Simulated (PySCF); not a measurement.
Computed structure and properties of TaO2(H2O)3

System: TaO2(H2O)3 (doublet); start: template (D3h). Method: PySCF 2.14.0, UKS PBE0, Ta def2-SVP with ECP60, O def2-SVP, H def2-SVP; non-relativistic Hamiltonian with scalar-relativistic core potentials where named; density fitting; no spin-orbit coupling.

Input of the relaxation:

```python
mol = gto.M(atom='''
Ta    -0.00000     0.00000    -0.00000
O      0.00000     0.00000     1.55400
O     -0.00000    -0.00000    -1.55400
O      2.10003    -0.00002    -0.00000
H      2.68999    -0.77001     0.00000
H      2.69000     0.76995    -0.00000
O     -1.04999     1.81869    -0.00000
H     -0.67815     2.71460    -0.00000
H     -2.01180     1.94464    -0.00000
O     -1.05003    -1.81867     0.00000
H     -2.01184    -1.94459     0.00000
H     -0.67821    -2.71459     0.00000''',
    basis={'Ta': 'def2-SVP', 'O': 'def2-SVP', 'H': 'def2-SVP'},
    ecp={'Ta': 'def2-SVP'},
    charge=0, spin=1)
mf = dft.UKS(mol, xc='PBE0')
mf.grids.atom_grid = (50, 194)
mf = mf.density_fit()  # fitting sets: Ta def2-universal-JKFIT, O def2-universal-JKFIT, H def2-universal-JKFIT
mf.conv_tol = 1e-08; mf.max_cycle = 55
mf.kernel(dm0)  # dm0: converged density of the start geometry
# quasi-Newton relaxation in Cartesian coordinates to a largest gradient under 0.00045 Eh/bohr, steps kept in the point group
```

Run from Python with OMP_NUM_THREADS=4; the lines above give its settings. Where DIIS fails, smearing, a level shift and second-order steps follow.
It took 72 s on 4 threads of AMD EPYC 7R43 64-Core Processor (Zen 3), with other jobs on the host, from the converged density of the start.

Course of the relaxation:

```
step  energy above end (eV)  largest force component within the symmetry (eV/Å)
   0                 6.9979                                              27.287
   1                 0.9234                                               4.651
   2                 0.3102                                               1.790
   3                 0.0834                                               0.313
   4                 0.0333                                               0.445
   5                 0.0108                                               0.496
   6                 0.0019                                               0.280
   7                 0.0002                                               0.074
   8                 0.0000                                               0.012
   9                 0.0000                                               0.002
```

Relaxed geometry (D3h):

```xyz
12

Ta    0.0000    0.0000    0.0000
O     0.0000    0.0000    1.8434
O     0.0000    0.0000   -1.8434
O     2.3203    0.0000    0.0000
H     2.8873   -0.7777    0.0000
H     2.8873    0.7776    0.0000
O    -1.1602    2.0095    0.0000
H    -0.7702    2.8893    0.0000
H    -2.1171    2.1117    0.0000
O    -1.1602   -2.0095    0.0000
H    -2.1171   -2.1116    0.0000
H    -0.7702   -2.8893    0.0000
```

| contact | Å |
| --- | --- |
| Ta1–O2 (O) | 1.843 |
| Ta1–O3 (O) | 1.843 |
| Ta1–O4 (H2O) | 2.320 |
| Ta1–O7 (H2O) | 2.320 |
| Ta1–O10 (H2O) | 2.320 |

On the finer grid (75, 302):

| Item | Value |
| --- | --- |
| HOMO | -3.39 eV |
| LUMO | -0.97 eV |
| Dipole about the centre of mass | 0.51 D |
| Spin squared | 0.755 |
| Set of Mulliken populations of Ta1 outside the core potential | s 2.29, p 6.74, d 3.25, f 0.17 |
| D3(BJ) dispersion energy (not in the energies) | -0.198 eV |

```
atom  Mulliken (e)  Löwdin (e)  spin (e)
 Ta1          0.55       -0.18      1.09
  O2         -0.58       -0.36     -0.05
  O3         -0.58       -0.36     -0.05
  O4         -0.25        0.04      0.00
  H5          0.22        0.13      0.00
  H6          0.22        0.12      0.01
  O7         -0.24        0.06     -0.01
  H8          0.23        0.12      0.00
  H9          0.22        0.12      0.01
 O10         -0.25        0.05      0.00
 H11          0.22        0.12      0.01
 H12          0.23        0.12      0.00
```

No frequency check is given here. The steps kept the symmetry D3h of the start, so a lower state may lie off it.

Taking off one H2O (charge 0, singlet; the rest: doublet) in vacuum, both parts rigid, costs 0.22 eV; the small basis without counterpoise inflates it.

One start shape was tried, so this needn't be the lowest isomer.

Open shells may have lower solutions than the one found.
